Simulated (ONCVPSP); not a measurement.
**What the settings do to the ONCV potential of nitrogen**

Base potential:

| Quantity | Value |
| --- | --- |
| Element | nitrogen (N) |
| Generator | ONCVPSP 4.0.1 |
| Type | optimised norm-conserving Vanderbilt (ONCV) |
| Functional | PBE |
| Relativity | scalar-relativistic |
| Frozen core | [He] |
| Valence charge | 5 |
| Reference configuration | 2s2 2p2 (charge +1) |
| Partial waves | 2s: rc 1.00 bohr, ncon 4, nbas 8, qcut 7.2 1/bohr, 2 projectors, debl 2.6 Ha; 2p: rc 1.10 bohr, ncon 4, nbas 7, qcut 7.1 1/bohr, 3 projectors, debl 3.5 Ha; d scattering state at 0.31 Ha: rc 1.20 bohr, ncon 3, nbas 6, qcut 8.7 1/bohr, 2 projectors, debl 3.9 Ha |
| Local potential | polynomial inside 0.95 bohr (lpopt 5, dvloc0 0 Ha) |
| Core correction | Teter function, fcfact 1.75, rcfact 1.55 |

All-electron outer shells of the reference configuration (PBE, scalar-relativistic, ld1.x):

| shell | level (eV) | outermost node (bohr) | outermost maximum (bohr) |
| --- | --- | --- | --- |
| 1s | -401.68 | – | 0.15 |
| 2s | -32.46 | 0.32 | 0.99 |
| 2p | -20.69 | – | 0.92 |

Cutoffs, loose and tight: the cutoffs (Ha) at which the residual kinetic energy of the hardest occupied pseudo-wave falls to 1 and 0.1 mHa per electron. They do not see the model core or the augmentation charge, which bear on the density cutoff. Test errors are all-electron minus pseudo excitation energies from the reference, over the configurations 2s2 2p3; 2s2 2p1; 2s2 2p0; 2s1 2p3. A dash means not determined; rows that change the core or the reference have their own tests.

A true bound ghost makes a file unfit for plane-wave use even where its test errors are small: the radial tests pick states by their node count and pass the ghost by.

```csv
change,outcome,"cutoff, loose","cutoff, tight",bound ghosts,GHOST(+) flags above zero,largest test error (meV)
base,generated,92 Ha,142 Ha,none,p,+283
s: rc 1.36,generated,92 Ha,120 Ha,none,p,+343
p: rc 1.32,generated,28 Ha,142 Ha,none,none,+408
reference 2s1 2p4,generated,86 Ha,137 Ha,none,p,+141
s: qcut 5.7; p: qcut 5.6; d: qcut 6.9,generated,110 Ha,170 Ha,p,none,+389
"d: rc 1, qcut 10.4",generated,92 Ha,142 Ha,none,p,+283
p: nproj 2,generated,92 Ha,142 Ha,none,none,+280
```
